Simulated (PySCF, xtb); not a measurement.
C₆, SMILES c1c#cc#cc#1.

GFN2-xTB run with xtb at its own geometry gives an orbital gap of 0.51 eV and a dipole moment of 0.00 D.

The structure is a stationary point at r2SCAN-D4/def2-SVP. A frequency run showed that this geometry is not a minimum.

### Question
What does r2SCAN/def2-TZVP (PySCF) give? (The exact figures need the calculation; the answer reports its results.)

### Answer
gap 1.84 eV (levels -7.26 and -5.42 eV), dipole 0.00 D.
